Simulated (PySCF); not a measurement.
[FeBr4]2- holds Fe(II), d6, at total charge -2. The structure is a PBE0-D3(BJ)/def2-SVP, IEF-PCM water geometry optimised for multiplicity 5; coordination tetrahedral, point group Td, metal–donor distances 2.46 Å.

Method (PySCF 2.14, density fitting): CASSCF(6,5) with orbitals averaged over all microstates of the shell, strongly contracted NEVPT2 on the averaged canonical orbitals; basis x2c-TZVPall on the metal, x2c-SVPall elsewhere; spin-free X2C; IEF-PCM water; spin-orbit coupling by state interaction with the mean-field operator over all roots.

CASSCF energies above the lowest CASSCF root:

```
state  CASSCF / cm⁻¹
   5E              0
  5T2           2014
  3T1          20150
   3E          21156
  3T2          22144
  3T1          22308
  3T1          24172
  3A2          24439
  3T2          25196
  3A1          26418
  3T1          27042
   3E          27307
  3T1          27539
  3T2          29051
   1E          30529
  1T2          30646
  1A2          31674
  1T2          32223
  1A1          32462
  1T1          32611
   3E          34733
  3T2          35770
```

How does dynamic correlation (SC-NEVPT2) move these states?


```csv
state,NEVPT2 / cm⁻¹,shift / cm⁻¹
5E,0,0
5T2,2880,+866
3T1,18328,-1822
3E,20175,-981
3T2,21218,-926
3T1,20632,-1676
3T1,22459,-1713
3A2,21919,-2520
3T2,23428,-1768
3A1,24184,-2234
3T1,25787,-1256
3E,25529,-1778
3T1,25796,-1743
3T2,27908,-1143
1E,28446,-2083
1T2,28408,-2237
1A2,30236,-1438
1T2,30149,-2074
1A1,30663,-1799
1T1,31054,-1556
3E,31134,-3599
3T2,32477,-3292
```

The ground state is orbitally degenerate in this regular structure, which would distort (Jahn–Teller). NEVPT2 lifts 5T2 from 2014 to 2880 cm⁻¹; on the d shell alone such lifts tend to overshoot. Gaps between spin states lean to high spin in this active space.
